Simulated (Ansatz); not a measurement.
A run on `O[Si](F)(F)CCl` with other settings.

```yaml
crystal:
  periodic: [false, false, false]
  atoms:
    - {symbol: O, position_ang: [1.740351, -0.644061, -0.137224]}
    - {symbol: Si, position_ang: [0.282181, -0.275343, -0.721389]}
    - {symbol: F, position_ang: [0.519030, 0.590496, -2.019645]}
    - {symbol: F, position_ang: [-0.514396, -1.569503, -1.159826]}
    - {symbol: C, position_ang: [-0.769652, 0.682417, 0.475211]}
    - {symbol: Cl, position_ang: [-0.798336, -0.207569, 2.028026]}
    - {symbol: H, position_ang: [1.791197, -1.084840, 0.712818]}
    - {symbol: H, position_ang: [-0.362443, 1.674433, 0.670395]}
    - {symbol: H, position_ang: [-1.799433, 0.787867, 0.134434]}
basis:
  gaussian: {orbitals: def2-TZVPP}
magnetization: {spin_polarized: true, initial_magnetization: 2}
hamiltonian: {xc: {name: LC-wPBE}}
scf: {lower_state_search: light}
```

```sh
$ ansatz run in.yaml --threads 4 --pin off --events-out ev --progress --plain --max-ram 10444MiB
```

Shortened log:

```
Functional definition: LC-wPBE
1402 factors; their error is unknown
383 factors; integrals over basis functions are off by at most 2.2e-5 eV
mean field evaluation 1: about -28953.3835 eV, gradient 4.6e1 eV
mean field evaluation 2: about -28953.7922 eV, gradient 4.7e1 eV
mean field evaluation 4: about -28960.0031 eV, gradient 1.9e0 eV
mean field evaluation 8: about -28960.0559 eV, gradient 2.9e-1 eV
mean field evaluation 16: about -28960.0290 eV, gradient 1.1e-2 eV
mean field evaluation 32: about -28960.0290 eV, gradient 6.7e-5 eV
mean field -28960.02904455 eV, -1064.2614375746 hartree, gradient 1.6e-5 eV, S^2 2.009181; 2 other end points of the search recorded, 0 dependent functions left out
reference -28960.02904456 eV, -1064.2614375749 hartree; 34, 32 occupied and 216, 218 virtual orbitals, 1402 factors
Total energy: -28960.02904456 eV, -1064.2614375749 hartree
```

Hardware: 4 threads of an Arm Neoverse V1 on a shared host. Wall time 14 s, peak host memory 1 GiB.
